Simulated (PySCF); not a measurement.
Numbering as in the mapped SMILES `[BH3-:1][N+:2]#[C:3][CH2:4][C:5]#[CH:6]`. Each H is labelled by its parent atom.

PySCF calculation with shieldings: GIAO PBE0/pcSseg-1 and coordinates at the PBE0-D3(BJ)/def2-SVP level; no solvent, non-relativistic, one conformer, equivalent nuclei averaged.

Scale: ¹³C (184.41 ppm), ¹H (31.27 ppm) vs TMS; ¹¹B (100.73 ppm) vs BF3·OEt2; NH3 for ¹⁵N (265.67 ppm) (reference shieldings calculated alike).

```json
{"atoms": "C3", "nucleus": "¹³C", "count": "1", "Hirshfeld charge": "0.17", "δ (ppm)": "110.5"}
{"atoms": "H(C6)", "nucleus": "¹H", "count": "1", "Hirshfeld charge": "0.11", "δ (ppm)": "2.31"}
{"atoms": "C6", "nucleus": "¹³C", "count": "1", "Hirshfeld charge": "-0.08", "δ (ppm)": "?"}
{"atoms": "C5", "nucleus": "¹³C", "count": "1", "Hirshfeld charge": "-0.04", "δ (ppm)": "?"}
{"atoms": "N2", "nucleus": "¹⁵N", "count": "1", "Hirshfeld charge": "0.01", "δ (ppm)": "240.8"}
{"atoms": "H(C4)", "nucleus": "¹H", "count": "2", "Hirshfeld charge": "0.09", "δ (ppm)": "?"}
{"atoms": "B1", "nucleus": "¹¹B", "count": "1", "Hirshfeld charge": "-0.09", "δ (ppm)": "-36.5"}
{"atoms": "H(B1)", "nucleus": "¹H", "count": "3", "Hirshfeld charge": "-0.09", "δ (ppm)": "2.17"}
{"atoms": "C4", "nucleus": "¹³C", "count": "1", "Hirshfeld charge": "-0.01", "δ (ppm)": "10.4"}
```

Estimate the values marked ?.

Results:


- C6: 81.8 ppm, terminal alkyne carbon; the triple bond shields along its axis, which puts it between sp3 and sp2 carbons
- C5: 70.6 ppm, alkyne carbon; sp carbons lie upfield of alkene carbons because the cylindrical π system leaves one tensor component strongly shielded
- H(C4): 3.43 ppm, hydrogen on an sp3 CH2 α to a nitrile

Hydrogens on boron are broadened and split by ¹¹B (spin 3/2, 80 %) and 10B (spin 3). Shifts are as computed. Against solution values, carbons near 30 ppm lie about +2 ppm off and those near 130 ppm about +5 ppm. Of 1313 compounds with measured shifts, 239 miss one by over three times the rms of a fit or turn the order of signals round; such compounds aren't used in these exercises. Experimental scales use liquid or dissolved standards, which lie at an offset from isolated NH3 (liquid NH3: subtract about 20 ppm). Unscaled 15N shifts of sp2 nitrogen come out 20 to 40 ppm too high even then.
